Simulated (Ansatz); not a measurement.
Gas-phase electronic energies from Ansatz, PBE0-D4/def2-TZVP geometries. CCSD(T)/CBS adds triple-zeta CCSD(T) − MP2 to the extrapolated MP2 energy (def2 sets, frozen cores). This one scheme is used for every species. DFT in def2-TZVPP. B3LYP here is the variant with VWN-RPA as its local correlation; programs differ in this. Each species was taken in one conformer, which may not be the lowest.

Consider the ligand exchange at the Si–F bond: `C[Si](N)(F)Cl` + CH₃OH → `CO[Si](C)(N)Cl` + H–F.

| level | ΔE (kJ/mol) |
| --- | --- |
| ωB97M-V | 39.6 |
| B3LYP | 49.5 |
| SCS-MP2/def2-QZVPP | 37.2 |
| MP2/CBS(def2) | 31.9 |

Task: What does CCSD(T)/CBS give? (An estimate is asked.)

Result: Computed: +35.5 kJ/mol. The listed levels differ from it by 4.1, 14.0, 1.7, -3.6 kJ/mol.

Largest T1 diagnostic among the species: 0.010.

The D4 term adds −11.1 kJ/mol with B3LYP and −6.4 kJ/mol with PBE0; it sums over pairs of atoms, weighted by their polarisabilities, and B3LYP, whose exchange is more repulsive, gets the larger term. In def2-TZVPP, CCSD(T) changes the Hartree–Fock value by −15.2 kJ/mol (the triples alone add −2.5 kJ/mol) and MP2 by −18.8 kJ/mol.
